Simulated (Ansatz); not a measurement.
Input file for Ansatz (a first-principles code): U-wB97X-V/def2-TZVPP on C4H5 (SMILES [CH2]C#CC).

Ansatz 0.2 input:
```yaml
crystal:
  periodic: [false, false, false]
  atoms:
    - {symbol: C, position_ang: [1.72949577, 0.10610831, 0.47390985]}
    - {symbol: C, position_ang: [0.33563534, 0.01972137, 0.08206370]}
    - {symbol: C, position_ang: [-0.84253401, -0.05210067, -0.23611632]}
    - {symbol: C, position_ang: [-2.15756072, -0.13244706, -0.59339177]}
    - {symbol: H, position_ang: [2.27540838, -0.79888896, 0.19626456]}
    - {symbol: H, position_ang: [1.82616394, 0.23013594, 1.55705757]}
    - {symbol: H, position_ang: [2.22207544, 0.95813909, -0.00076547]}
    - {symbol: H, position_ang: [-2.71572091, 0.75300764, -0.86715201]}
    - {symbol: H, position_ang: [-2.67286323, -1.08357567, -0.61177010]}
basis:
  gaussian:
    orbitals: def2-TZVPP
hamiltonian:
  xc: {name: wB97X-V}
magnetization: {spin_polarized: true, initial_magnetization: 1}
```

It printed:

```
WARN ansatz: RAYON_NUM_THREADS=4 ignored (pool sized by the plan → 4); use --threads N
Functional definition: wB97X-V
integrals: 0.10 GiB planned
1015 factors; their error is unknown
integrals: 0.14 GiB planned
261 factors; integrals over basis functions are off by at most 1.1e-5 eV
mean field: 1.32 GiB planned
mean field evaluation 1: about -4223.5920 eV, gradient 2.5e1 eV
mean field evaluation 2: about -4225.8355 eV, gradient 1.4e1 eV
mean field evaluation 4: about -4226.7403 eV, gradient 1.5e0 eV
mean field evaluation 8: about -4226.7662 eV, gradient 8.9e-2 eV
mean field evaluation 16: about -4226.7558 eV, gradient 8.2e-3 eV
mean field -4226.75581276 eV, -155.3304111211 hartree, gradient 4.0e-5 eV, S^2 0.778287; 0 other end points of the search recorded, 0 dependent functions left out
reference -4226.75581108 eV, -155.3304110590 hartree; 15, 14 occupied and 179, 180 virtual orbitals, 1015 factors
Total energy: -4226.75581108 eV, -155.3304110590 hartree
```

The calculation finished and met its thresholds.

Cost: about 19 core-seconds (a rough figure).
